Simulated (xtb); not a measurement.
H$_{3}$As, charge -1, doublet, at the geometry of the source list (a state made from the parent by changing its charge; the spin is typed, not shown lowest); GFN0-xTB with ALPB(chcl3) (xtb 6.7.1).

Here is a job for xtb.
```
$ xtb mol.xyz --gfn 0 --chrg -1 --uhf 1 --alpb chcl3 --json

# file mol.xyz
4

As     0.00400000    -0.00260000     0.65880000
H     -0.72090000    -0.97200000    -0.22550000
H     -0.48990000     1.11570000    -0.20830000
H      1.20680000    -0.14110000    -0.22500000
```

**Question.** Write the output that xtb gives for this input, abridged.

**Answer.** 
```
   ID    Z sym.   atoms
    1   33 As     1
    2    1 H      2-4

           -------------------------------------------------
          |                Calculation Setup                |
           -------------------------------------------------

           -------------------------------------------------
          |                 G F N 0 - x T B                 |
           -------------------------------------------------

      * Solvation model:               ALPB
        Solvent                        chcl3
        Parameter file                 internal GFN-FF/ALPB
        Dielectric constant                4.8100E+00
        Reference state                gsolv [1 M gas/solution]
        Free energy shift                  3.3627E-03 Eh       2.1102E+00 kcal/mol
        Temperature                        2.9815E+02 K
        Density                            1.4900E+00 kg/L
        Solvent mass                       1.1938E+02 g/mol
        Interaction kernel             P16
        Born radius scaling (c1)           1.6026E+00
        Born radii integrator          GBOBC
        Born offset                        0.0000E+00 a0       0.0000E+00 AA
        H-bond correction              false
        Ion screening                  false
        Surface tension                    1.0000E-05 Eh       1.5569E+01 dyn/cm
        Grid points                               230 per atom

          ...................................................
          :                      SETUP                      :
          :.................................................:
          :  # basis functions                  16          :
          :  # atomic orbitals                  15          :
          :  # shells                            9          :
          :  # electrons                         9          :
          :  electronic temp.          300.0000000     K    :
          :  accuracy                    1.0000000          :
          :  -> integral cutoff          0.2500000E+02      :
          :  -> integral neglect         0.1000000E-07      :
          ...................................................

         :::::::::::::::::::::::::::::::::::::::::::::::::::::
         ::                     SUMMARY                     ::
         :::::::::::::::::::::::::::::::::::::::::::::::::::::
         :: total energy              -5.425129005027 Eh    ::
         :: total w/o Gsasa/hb        -5.421985171701 Eh    ::
         :: gradient norm              0.117465466370 Eh/a0 ::
         :: HOMO-LUMO gap              0.026920526818 eV    ::
         ::.................................................::
         :: H0 energy                 -4.326394166475 Eh    ::
         :: repulsion energy           0.019795749120 Eh    ::
         :: electrostat energy        -1.117861561834 Eh    ::
         :: -> Gsolv                   0.000000000000 Eh    ::
         ::    -> Gsasa               -0.006506582028 Eh    ::
         ::    -> Gshift               0.003362748702 Eh    ::
         :: dispersion energy         -0.000669025839 Eh    ::
         :: short-range corr.          0.000000000000 Eh    ::
         :: add. restraining           0.000000000000 Eh    ::
         :: total charge              -1.000000000000 e     ::
         :::::::::::::::::::::::::::::::::::::::::::::::::::::

           -------------------------------------------------
          |                Property Printout                |
           -------------------------------------------------

    * Orbital Energies and Occupations

         #    Occupation            Energy/Eh            Energy/eV
      -------------------------------------------------------------
         1        2.0000           -0.6325010             -17.2112
         2        2.0000           -0.4873915             -13.2626
         3        2.0000           -0.4865953             -13.2409
         4        2.0000           -0.4462534             -12.1432
         5        0.6273           -0.2200256              -5.9872 (HOMO)
         6        0.3727           -0.2190363              -5.9603 (LUMO)
         7                         -0.0984321              -2.6785
         8                         -0.0982544              -2.6736
         9                         -0.0708742              -1.9286
        10                         -0.0024221              -0.0659
        11                         -0.0020680              -0.0563
        12                         -0.0020680              -0.0563
        13                          0.3129965               8.5171
        14                          1.3384357              36.4207
        15                          1.3522202              36.7958
      -------------------------------------------------------------
                  HL-Gap            0.0009893 Eh            0.0269 eV
             Fermi-level            0.0000000 Eh            0.0000 eV

     #   Z          covCN         q      C6AA      α(0)
     1  33 As       2.915    -0.212   243.561    28.357
     2   1 H        0.972    -0.262    16.897     6.424
     3   1 H        0.972    -0.263    16.972     6.438
     4   1 H        0.972    -0.263    16.966     6.437

 Mol. C6AA /au·bohr⁶  :        778.168122
 Mol. C8AA /au·bohr⁸  :      32262.503255
 Mol. α(0) /au        :         47.655503

Wiberg/Mayer (AO) data.
largest (>0.10) Wiberg bond orders for each atom

 ---------------------------------------------------------------------------
     #   Z sym  total        # sym  WBO       # sym  WBO       # sym  WBO
 ---------------------------------------------------------------------------
     1  33 As   2.724 --     3 H    0.913     4 H    0.911     2 H    0.901
     2   1 H    0.897 --     1 As   0.901
     3   1 H    0.906 --     1 As   0.913
     4   1 H    0.905 --     1 As   0.911
 ---------------------------------------------------------------------------

Topologies differ in total number of bonds
Writing topology from bond orders to xtbtopo.mol

 dipole moment from electron density (au)
     X       Y       Z
  -0.0284  -0.0326  -1.1950  total (Debye):    3.039

           -------------------------------------------------
          | TOTAL ENERGY               -5.425129005027 Eh   |
          | GRADIENT NORM               0.117465466370 Eh/α |
          | HOMO-LUMO GAP               0.026920526818 eV   |
           -------------------------------------------------

normal termination of xtb
```
